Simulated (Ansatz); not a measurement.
Reaction (redistribution): `[GaH2][NH][SiH2][SiH2][GeH3]` + `[BH2][GeH2][SiH3]` → `[SiH3][GeH2][SiH2][SiH2][GeH3]` + `B[NH][GaH2]`

Program: Ansatz. Geometries: PBE0-D4/def2-TZVP. ΔE: electronic, gas phase. CBS: MP2 limit from def2 TZ/QZ plus the TZ coupled-cluster correction, frozen cores. DFT in def2-TZVPP. For Ga, Ge outer-core shells are correlated without core-valence functions, which leaves a few kJ/mol of doubt a bond. Scalar relativity is left out up to krypton. One conformer a species, not always the lowest.

Is it downhill or uphill in electronic energy at CCSD(T)/CBS, and by how much? (Best estimate.)

Ansatz gave: Downhill: ΔE = -114.8 kJ/mol.

What do these levels give: LDA (SPW92), PBE-D4, ωB97X-V, PBE, SCS-MP2/def2-TZVPP, MP2/def2-QZVPP? (Estimate.)

The calculation gave: LDA (SPW92) -121.0, PBE-D4 -124.9, ωB97X-V -120.4, PBE -127.9, SCS-MP2/def2-TZVPP -118.3, MP2/def2-QZVPP -117.8 kJ/mol.

Largest T1 diagnostic among the species: 0.014.

Leaving LDA and LC-ωPBE aside and taking each functional with its dispersion term where it has one, the values, not all of them listed here, spread over 6.9 kJ/mol, from PBE-D4 to BHLYP-D4. LDA lies +6.9 kJ/mol from PBE without D4. From BLYP to BHLYP (50 % exact exchange), in def2-TZVPP and without D4, ΔE moves by +5.4 kJ/mol.
